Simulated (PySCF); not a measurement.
PBE on Tb (terbium, neutral), [Xe] 4f9 5d2, one real determinant (an excited configuration). Computed with PySCF 2.14 in cc-pVDZ-X2C, with scalar relativity by spin-free X2C-1e.

```
cycle= 4 E= -11708.0627867201  delta_E= 0.000545  |g|= 0.172  |ddm|= 0.635
cycle= 5 E= -11708.0516458244  delta_E= 0.0111  |g|= 0.234  |ddm|= 0.777
cycle= 6 E= -11708.0666767648  delta_E= -0.015  |g|= 0.0114  |ddm|= 0.336
cycle= 7 E= -11708.0666314312  delta_E= 4.53e-05  |g|= 0.0177  |ddm|= 0.0168
cycle= 8 E= -11708.0665826833  delta_E= 4.87e-05  |g|= 0.0215  |ddm|= 0.012
cycle= 9 E= -11708.066651194  delta_E= -6.85e-05  |g|= 0.0154  |ddm|= 0.0163
cycle= 10 E= -11708.0667179556  delta_E= -6.68e-05  |g|= 0.00538  |ddm|= 0.0327
cycle= 11 E= -11708.066726121  delta_E= -8.17e-06  |g|= 0.00263  |ddm|= 0.0131
cycle= 12 E= -11708.0667285991  delta_E= -2.48e-06  |g|= 0.00091  |ddm|= 0.0105
cycle= 13 E= -11708.0667289506  delta_E= -3.52e-07  |g|= 0.000249  |ddm|= 0.00506
cycle= 14 E= -11708.0667289656  delta_E= -1.49e-08  |g|= 0.000177  |ddm|= 0.000609
cycle= 15 E= -11708.066728981  delta_E= -1.54e-08  |g|= 1.16e-05  |ddm|= 0.00145
cycle= 16 E= -11708.0667289811  delta_E= -7.28e-11  |g|= 8.74e-07  |ddm|= 0.0001
converged SCF energy = -11708.0667289811  <S^2> = 15.799784  2S+1 = 8.0124364
```

Highest occupied orbital energy: 1.892 eV; ⟨L²⟩ = 36.73; populations by l: s 10.00, p 24.06, d 22.00, f 8.94.

(1) Can this result be used?

Answers

(1) Not for this state. The run converged. ⟨L²⟩ = 36.73 against 72 for a pure L term, so this real determinant mixes terms. Spin-orbit coupling, absent here, splits the open shell strongly. At PBE the highest occupied level has a positive energy, so only the finite basis holds that electron; for this excited configuration the basis is too tight for the outer shell.
